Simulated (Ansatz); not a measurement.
A calculation with Ansatz (development build ahead of 0.2.0).

```yaml
crystal:
  periodic: [false, false, false]
  atoms:
    - { symbol: V, position_ang: [0.0, 0.0, 0.0] }
    - { symbol: Cl, position_ang: [1.25611, 1.25611, 1.1933] }
    - { symbol: Cl, position_ang: [-1.25611, -1.25611, 1.1933] }
    - { symbol: Cl, position_ang: [1.25611, -1.25611, -1.1933] }
    - { symbol: Cl, position_ang: [-1.25611, 1.25611, -1.1933] }
basis:
  gaussian: { orbitals: pcseg-2 }
magnetization:
  spin_polarized: true
  initial_magnetization: 1
hamiltonian:
  xc: { name: wB97X }
```

The input is written out in the form of the current development build from the run's settings.

Output:

```
Converged                       : yes
Total energy                    : -2785.09253 hartree
Spin squared of the determinant : 0.760
Stability test                  : minimum
```

Caution: other spin multiplicities were not run.
